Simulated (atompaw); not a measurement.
**Before and after: PAW (atompaw) potential for lanthanum (La)**

- Element: La (Z = 57)
- Generator: atompaw 4.2.0.5
- Type: PAW
- Functional: PBE
- Relativity: scalar-relativistic
- Frozen core: [Xe]
- Valence charge: 3
- Reference configuration: 4f0 5d1 6s1 6p1
- Partial waves: 6s (bound): rc 3.00 bohr; 6s channel at 0.15 Ry: rc 3.00 bohr; 6p (bound): rc 3.00 bohr; 6p channel at 1.55 Ry: rc 3.00 bohr; 5d (bound): rc 3.00 bohr; 5d channel at 0.5 Ry: rc 2.25 bohr; 4f (bound, empty): rc 1.30 bohr; 4f channel at 0.1 Ry: rc 1.30 bohr
- Local potential: troulliermartins scheme with l = 4 at 0.5 Ry, radius 2.55 bohr
- Core correction: smooth core density matched at 2.55 bohr
- Augmentation charge: sinc compensation charge, radius 2.85 bohr; PAW radius 3.00 bohr; waves and projectors: custom polynom2 7 10 vanderbiltortho

All-electron outer shells of the reference configuration (PBE, scalar-relativistic, ld1.x):

```
shell  level (eV)  outermost node (bohr)  outermost maximum (bohr)
   5s      -40.03                   0.77                      1.41
   5p      -23.49                   0.83                      1.58
   4f       -5.45                      –                      0.75
   6s       -4.28                   1.86                      3.79
   5d       -3.96                   0.95                      2.19
   6p       -1.86                   2.20                      4.93
```

Change: reference 4f0 5d1 6s1 6p0.

Cutoffs: the cutoffs (Ry, on a coarse ladder) from which the occupation-weighted sum of valence levels, in a spherical-Bessel basis at the reference potential, stays within 10 and 1 mRy of its value at 400 Ry; they do not see the model core or the augmentation charge, which bear on the density cutoff.

Q: What does the change do?

A: The potential gets neither clearly harder nor softer (10 Ry and 25 Ry → 10 Ry and 25 Ry); both files keep a bound ghost (p, s).

| quantity | base | changed |
| --- | --- | --- |
| cutoff, loose | 10 Ry | 10 Ry |
| cutoff, tight | 25 Ry | 25 Ry |
| bound ghosts | s, p | s, p |
| s: phases at 3.00 bohr within 0.05 rad from the reference energy up to (Ry; the scan ends near 5) | 1.6 | 1.5 |
| p: phases at 3.00 bohr within 0.05 rad from the reference energy up to (Ry; the scan ends near 5) | 3.7 | 3.4 |
| d: phases at 3.00 bohr within 0.05 rad from the reference energy up to (Ry; the scan ends near 5) | 1.3 | 1.2 |
| f: phases at 3.00 bohr within 0.05 rad from the reference energy up to (Ry; the scan ends near 5) | 4.8 | 4.5 |
| lowest overlap eigenvalue by channel | s 0.39, p 0.67, d 0.07, f 0.98 | s 0.36, p 0.66, d 0.36, f 0.98 |

Base: The cutoffs count occupied waves only; the empty 4f level needs over 300 Ry at the loose tolerance. Changed file: The cutoffs count occupied waves only; the empty 4f level needs over 300 Ry at the loose tolerance. A true bound ghost makes a file unfit for plane-wave use even where its test errors are small: the radial tests pick states by their node count and pass the ghost by. The cutoffs see the waves, projectors and local potential, not the compensation charge or the core.
